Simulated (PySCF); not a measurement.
**V: excitation energy**

V [Ar] 3d3 4s2 (4F) → V [Ar] 3d5 (6S), as a difference of total energies. Computed with PySCF 2.14 in aug-cc-pVDZ-DK, with the spin-free X2C one-electron Hamiltonian (Gaussian nucleus). Correlated levels: valence: [Ar] frozen. The calculations carry no spin-orbit coupling.

| method | excitation energy (eV) |
| --- | --- |
| UHF | 3.772 |
| MP2 (valence) | 2.721 |
| SCS-MP2 (valence) | 4.139 |
| CCSD (valence) | 2.997 |
| CCSD(T) (valence) | 2.910 |

Task: How much does correlation contribute at CCSD(T) (valence)?

Result: 2.910 − (3.772) = -0.862 eV, measured against UHF.

The coupled-cluster amplitudes are large for the upper state (T1 above 0.03 or a double amplitude above 0.15), so a single reference is strained.
